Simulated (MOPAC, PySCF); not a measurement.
C$_{4}$H$_{12}$O$_{4}$Si, SMILES `O(C)[Si](OC)(OC)OC`, neutral singlet in the gas phase. 

Z-matrix (Å, degrees):
```
Si
O 1 1.6596
C 2 1.4179 1 123.85
H 3 1.1091 2 108.60 1 169.80
H 3 1.1119 4 108.64 2 121.70
H 3 1.1133 4 108.08 5 117.04
O 1 1.6596 2 106.52 3 -168.68
C 7 1.4179 1 123.85 2 44.77
H 8 1.1091 7 108.60 1 -169.83
H 8 1.1118 9 108.64 7 -121.69
H 8 1.1133 9 108.08 10 -117.05
O 1 1.6596 2 106.53 3 -44.83
C 12 1.4179 1 123.84 2 168.66
H 13 1.1091 12 108.60 1 -169.83
H 13 1.1118 14 108.64 12 -121.69
H 13 1.1133 14 108.08 15 -117.05
O 1 1.6596 2 115.54 3 73.24
C 17 1.4179 1 123.84 2 73.29
H 18 1.1091 17 108.60 1 169.81
H 18 1.1118 19 108.64 17 121.69
H 18 1.1133 19 108.08 20 117.05
```
Charge 0, spin multiplicity 1.

All levels are single points at this geometry (PBE-D3(BJ)/def2-SVP); Pople sets use spherical d functions. Orbital energies aren't observables, and empty levels follow the basis.

| level | HOMO (eV) | LUMO (eV) | gap (eV) | dipole (D) | vertical IE, Delta-SCF (eV) |
|---|---|---|---|---|---|
| PBE-D3(BJ)/def2-TZVP in PySCF | -6.50 | 0.08 | 6.57 | 0.00 | – |
| B3LYP/3-21G in PySCF | -7.26 | 1.69 | 8.95 | 0.00 | – |
| B3LYP/6-31G* in PySCF | -7.55 | 1.55 | 9.10 | 0.00 | 9.50 |
| B3LYP/LANL2DZ in PySCF | -7.71 | 1.06 | 8.77 | 0.00 | – |
| BP86/6-31G* in PySCF | -6.29 | 0.68 | 6.97 | 0.00 | – |
| M06-2X/6-31G* in PySCF | -9.46 | 2.63 | 12.09 | 0.00 | – |
| PBE/6-31G* in PySCF | -6.17 | 0.75 | 6.92 | 0.00 | – |
| SVWN5/6-31G* in PySCF | -6.28 | 0.44 | 6.72 | 0.00 | – |
| HF/3-21G in PySCF | -11.85 | 6.20 | 18.05 | 0.00 | – |
| HF/6-31G* in PySCF | -12.02 | 5.63 | 17.66 | 0.00 | 10.17 |
| PM3 in MOPAC | -9.88 | 1.28 | 11.17 | 0.00 | – |
| PM6 in MOPAC | -10.42 | 0.69 | 11.11 | 0.00 | – |
| PM7 in MOPAC | -10.21 | 0.72 | 10.93 | 0.00 | – |
